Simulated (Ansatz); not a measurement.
Two members of one family (Series BX3), computed with Ansatz in the gas phase; def2 core potentials for I, no spin–orbit coupling. The two geometries come from different levels. Binding counts from free atoms in the multiplicity of their measured ground term, without zero-point energy. The structures are stationary points that may keep the symmetry of their start.

First: BBr3 (singlet, charge 0, PBE0-D4/def2-SVP geometry).

```xyz
4

B     0.000    0.001    0.000
Br    1.841   -0.384    0.262
Br   -0.656    0.356   -1.746
Br   -1.185    0.027    1.484
```

```csv
level,HOMO (eV),LUMO (eV),gap (eV),binding per atom (eV)
PBE-D4/def2-SVP,-6.84,-2.74,4.10,3.24
r2SCAN-D4/def2-TZVP,-7.35,-2.72,4.63,3.11
B97M-V/def2-TZVP,-7.43,-2.57,4.86,3.04
r2SCANh-D4/def2-TZVP,-7.82,-2.43,5.40,3.08
r2SCAN0-D4/def2-TZVP,-8.53,-1.98,6.55,3.03
```

Second: BI3 (singlet, charge 0, PBE-D4/def2-SVP geometry).

| atom | x (Å) | y (Å) | z (Å) |
| --- | --- | --- | --- |
| B1 | 0.000 | 0.000 | 0.000 |
| I2 | -0.862 | -1.866 | 0.570 |
| I3 | -0.218 | 1.705 | 1.262 |
| I4 | 1.080 | 0.161 | -1.832 |

Q: Estimate the same table for the second.

A: 
```csv
level,HOMO (eV),LUMO (eV),gap (eV),binding per atom (eV)
PBE-D4/def2-SVP,-6.19,-3.19,3.00,2.67
r2SCAN-D4/def2-TZVP,-6.58,-3.13,3.45,2.54
B97M-V/def2-TZVP,-6.56,-2.99,3.57,2.46
r2SCANh-D4/def2-TZVP,-6.99,-2.87,4.12,2.51
r2SCAN0-D4/def2-TZVP,-7.61,-2.47,5.13,2.46
```
